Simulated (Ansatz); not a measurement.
Zn₂Se: single points at one geometry.

```yaml
crystal:
  periodic: [false, false, false]
  atoms:
    - {symbol: Zn, position_ang: [-1.157226, 1.137154, -0.078287]}
    - {symbol: Zn, position_ang: [1.615294, 0.156047, 0.070102]}
    - {symbol: Se, position_ang: [-0.458057, -1.293202, 0.008195]}
basis:
  gaussian: {orbitals: def2-TZVP, initial_orbitals: start.molden}
magnetization: {spin_polarized: true, initial_magnetization: 4}
hamiltonian: {xc: {name: wB97X-V}}
scf: {omitted_lower_state_checks: [starts]}
output: {orbitals: {seedname: orbitals}}
```

The file start.molden holds the orbitals of an earlier run on this structure, at another level or in another basis.

```sh
$ ansatz run in.yaml --threads 4 --pin off --events-out ev --progress --plain --max-ram 3916MiB
```

Shortened log:

```
Functional definition: wB97X-V
1140 factors; integrals over basis functions are off by at most 8.5e-4 eV
216 factors; integrals over basis functions are off by at most 3.6e-5 eV
mean field evaluation 1: about -162170.3137 eV, gradient 3.1e0 eV
mean field evaluation 2: about -162170.3757 eV, gradient 7.5e-2 eV
mean field evaluation 4: about -162170.4957 eV, gradient 1.5e-3 eV
mean field evaluation 8: about -162170.4957 eV, gradient 2.1e-5 eV
mean field -162170.49567784 eV, -5959.6557930508 hartree, gradient 2.1e-5 eV, S^2 6.012470; 0 other end points of the search recorded, 0 dependent functions left out
reference -162170.49567956 eV, -5959.6557931139 hartree; 49, 45 occupied and 95, 99 virtual orbitals, 1140 factors
Total energy: -162170.49567956 eV, -5959.6557931139 hartree
Checks for a lower state left out: starts
```

Run time 7.5 s (4 threads of INTEL XEON PLATINUM 8581C on a shared host), peak host memory 0.71 GiB.

First input, but with `gaussian: {orbitals: 6-31G}`, `hamiltonian: {xc: {name: B3LYP}, dispersion: d4}` (abridged; 1.4 s):

```
Functional definition: B3LYP
mean field evaluation 16: about -162160.8662 eV, gradient 1.0e-5 eV
mean field -162160.86620730 eV, -5959.3019165353 hartree, gradient 4.9e-6 eV, S^2 6.004158
Total energy: -162161.00865890 eV, -5959.3071515350 hartree
Checks for a lower state left out: starts
```

As the first input, with `hamiltonian: {xc: r2scan, dispersion: d4}` (abridged; 3.2 s):

```
Functional definition: r2SCAN
mean field -162185.28105636 eV, -5960.1991456894 hartree, gradient 2.1e-5 eV, S^2 6.013731
Total energy: -162185.29610694 eV, -5960.1996987879 hartree
Checks for a lower state left out: starts
```

The first input with `hamiltonian: {xc: pbe}`, `correlation: {method: rpa, frozen_orbitals: {Se: 9, Zn: 9}}` and without the key `output` (abridged; 2.3 s):

```
Functional definition: PBE
mean field -162161.96705741 eV, -5959.3423720309 hartree, gradient 2.7e-6 eV, S^2 6.005790
27 core orbitals not correlated: weight in the atoms' cores, before any rotation towards them, 1.000 or more for the frozen orbitals, at most 0.000 for the correlated occupied ones
Total energy: -162089.19379828 eV, -5956.6680040853 hartree
Checks for a lower state left out: starts
```

The first input with `gaussian: {orbitals: 6-31G}`, `hamiltonian: {xc: hf}` (abridged; 1.1 s):

```
Functional definition: HF
mean field evaluation 16: about -162027.4373 eV, gradient 2.9e-5 eV
mean field -162027.43726185 eV, -5954.3984932313 hartree, gradient 6.6e-6 eV, S^2 6.012099
Total energy: -162027.43726185 eV, -5954.3984932313 hartree
Checks for a lower state left out: starts
```

As the first input, with `hamiltonian: {xc: {name: r2SCAN0}, dispersion: d4}` (abridged; 4.5 s):

```
Functional definition: r2SCAN0
mean field -162183.12885067 eV, -5960.1200535890 hartree, gradient 1.2e-5 eV, S^2 6.014856
Total energy: -162183.14892078 eV, -5960.1207911521 hartree
Checks for a lower state left out: starts
```

As the first input, with `hamiltonian: {xc: pbe0, dispersion: d4}` (abridged; 3 s):

```
Functional definition: PBE0
mean field -162165.09018077 eV, -5959.4571446973 hartree, gradient 1.2e-5 eV, S^2 6.009215
Total energy: -162165.16118012 eV, -5959.4597538751 hartree
Checks for a lower state left out: starts
```

Geometry: PBE0-D4/def2-TZVP.

The 6-31G sets use Cartesian d functions. B3LYP takes the VWN-RPA correlation. Correlated methods freeze 27 core orbitals; core or outer-core shells of Se are correlated, in sets that lack core-valence functions. At PBE0-D4/def2-TZVP a triplet of charge 0 lies 3.36 eV below the quintet, each at its own geometry. The structure comes from a short search, and lower isomers may exist.
